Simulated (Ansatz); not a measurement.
```json
{"atom": "C", "x (Å)": "0.0000", "y (Å)": "0.0000", "z (Å)": "0.0000"}
{"atom": "C", "x (Å)": "0.0000", "y (Å)": "0.8556", "z (Å)": "1.2684"}
{"atom": "C", "x (Å)": "0.0000", "y (Å)": "0.0000", "z (Å)": "2.5368"}
{"atom": "C", "x (Å)": "0.0000", "y (Å)": "0.8556", "z (Å)": "3.8053"}
{"atom": "C", "x (Å)": "0.0000", "y (Å)": "0.0000", "z (Å)": "5.0737"}
{"atom": "H", "x (Å)": "0.0000", "y (Å)": "0.6484", "z (Å)": "-0.8762"}
{"atom": "H", "x (Å)": "0.8898", "y (Å)": "-0.6294", "z (Å)": "-0.0144"}
{"atom": "H", "x (Å)": "-0.8898", "y (Å)": "-0.6294", "z (Å)": "-0.0144"}
{"atom": "H", "x (Å)": "-0.8818", "y (Å)": "1.4963", "z (Å)": "1.2684"}
{"atom": "H", "x (Å)": "0.8818", "y (Å)": "1.4963", "z (Å)": "1.2684"}
{"atom": "H", "x (Å)": "0.8818", "y (Å)": "-0.6407", "z (Å)": "2.5368"}
{"atom": "H", "x (Å)": "-0.8818", "y (Å)": "-0.6407", "z (Å)": "2.5368"}
{"atom": "H", "x (Å)": "-0.8818", "y (Å)": "1.4963", "z (Å)": "3.8053"}
{"atom": "H", "x (Å)": "0.8818", "y (Å)": "1.4963", "z (Å)": "3.8053"}
{"atom": "H", "x (Å)": "0.0000", "y (Å)": "0.6484", "z (Å)": "5.9499"}
{"atom": "H", "x (Å)": "-0.8898", "y (Å)": "-0.6294", "z (Å)": "5.0881"}
{"atom": "H", "x (Å)": "0.8898", "y (Å)": "-0.6294", "z (Å)": "5.0881"}
```

Basis set: cc-pVDZ (spherical functions). Correlated methods keep 5 orbitals frozen. Charge 0, multiplicity 1.

Computed with Ansatz (development build ahead of 0.2.0); each method stands on the lowest determinant of its kind that the runs found. Restricted open shells among the atoms or ions are ROHF, correlated in semicanonical orbitals with singles.

Q: Give the atomization energy at this shape (free ground-state atoms in the same class of orbitals less the molecule, no zero-point energy) of singlet C₅H₁₂ by RHF-MP2, RHF.

A:

| method | atomization energy |
| --- | --- |
| RHF-MP2 | 6290.6 kJ/mol |
| RHF | 5100.1 kJ/mol |
